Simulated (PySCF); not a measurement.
**Correlation energy of Ta⁶⁰⁺ (tantalum, charge +60)**

[Ne] 3s2 3p1, 2P determinant. Computed with PySCF 2.14 in an even-tempered Gaussian basis (17 s from 16 bohr⁻², ratio 2.5; 12 p from 20 bohr⁻², ratio 2.5; 4 d from 79 bohr⁻², ratio 2.7; 4 f from 120 bohr⁻², ratio 2.7), with the spin-free X2C one-electron Hamiltonian (Gaussian nucleus). Frozen: 1s2; 11 electrons correlated; the 20 highest virtual orbitals of each spin left out.

| level | correlation energy (mhartree) |
| --- | --- |
| CCSD | -520.31 |
| (T) | -0.44 |
| CCSD(T) | -520.75 |

Diagnostics: T1 = 0.00030, D1 = 0.0013, largest double amplitude 0.033.

Spin-orbit coupling, absent here, splits the open shell strongly.

Cost of the coupled-cluster step: about 30 core-seconds, for 11 correlated electrons.

At this charge the one-electron X2C treatment keeps the bare 1/r₁₂, with no two-electron picture change or Breit term. The effect here is smaller than on the frozen 1s shell; and a scalar Hamiltonian misses the large spin-orbit splitting of the p shells, which matters for ns² → np² pairs.
